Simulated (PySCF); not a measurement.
# Continuum solvent and chemical shifts

Numbering as in the mapped SMILES `[CH3:1][CH2:2][O:3][C:4](=[O:5])[O:6][CH3:7]`. Each H is labelled by its parent atom.

GIAO PBE0/pcSseg-1 in PySCF on one PBE0-D3(BJ)/def2-SVP conformer, non-relativistic, equivalent nuclei averaged. Solvents enter as an IEF-PCM continuum (cyclohexane with ε = 2.0, acetone with ε = 20.5) around the gas-phase geometry. Shifts are referred to TMS computed in the same medium.

Gas phase, δ in ppm: C4 161.5, C2 63.4, C7 54.0, C1 15.5, H(C2) 4.02, H(C7) 3.62, H(C1) 1.24. Dipole moment 0.35 D.

Problem. How does each δ change in the continuum?

Solution. 
```
atoms                              environment  Δδ, cyclohexane  Δδ, acetone
   C4                         carbonate carbon             +0.9         +2.1
   C2                      sp3 CH2 bonded to O             +0.7         +1.7
   C7                methyl carbon bonded to O             +0.5         +1.4
   C1                            methyl carbon             +0.2         +0.6
H(C2)       hydrogen on an sp3 CH2 bonded to O            +0.05        +0.13
H(C7)  hydrogen on a methyl carbon bonded to O            +0.07        +0.15
H(C1)              hydrogen on a methyl carbon            +0.02        +0.03
```

Changes are relative to the gas phase. The dipole moment becomes 0.40 D in cyclohexane, 0.47 D in acetone.

Problem. Which nuclei move most (in ppm), and what does the model miss?

Solution. C4 (carbonate carbon, +2.1 ppm) in acetone. A continuum only polarises the solute; specific hydrogen bonds, the anisotropy of aromatic solvents and changes of geometry or conformer are outside it.
